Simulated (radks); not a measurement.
Q: Excited configurations of Ti: one electron is placed in a higher orbital outside [Ar] 3d2 4s1. The ground configuration is [Ar] 3d2 4s2. Method: Dirac Kohn-Sham, BLYP, spin-unpolarised, spherical densities, finite nucleus; open shells fill j = l - 1/2 first; Fermi nuclear charge, rms radius 3.5921 fm; computed with a radial shooting solver on a logarithmic mesh with Libxc functionals. Excitation = E - E(ground); binding = E(ion) - E, where the ion is the core of charge +1; n* = 1/sqrt(2 binding) in atomic units, and the quantum defect is n - n*.

outer orbital  excitation (eV)  binding (eV)     n*  quantum defect  eigenvalue (eV)  <r> (bohr)
5s1/2                    5.012         2.272  2.447           2.553           -1.242       9.128
6f5/2                    6.780         0.503  5.199           0.801           -0.288       40.80
7f5/2                    6.884         0.399  5.837           1.163           -0.270       64.69

Estimate the row for 7d3/2.

A: excitation (eV) 6.751; binding (eV) 0.533; n* 5.051; quantum defect 1.949; eigenvalue (eV) -0.350; <r> (bohr) 46.67. The Delta-SCF ionisation energy is 7.284 eV (NIST Atomic Spectra Database: 6.828 eV, measured). Self-interaction in the functional shifts the binding energies and quantum defects, so they are the method's values and not measured ones. Spin polarisation and multiplet splitting are left out, so open shells lie too high by an amount that depends on their filling.

Beside tabulated values, note that spin-unpolarised runs miss the spin-polarisation part of the exchange energy of open shells.
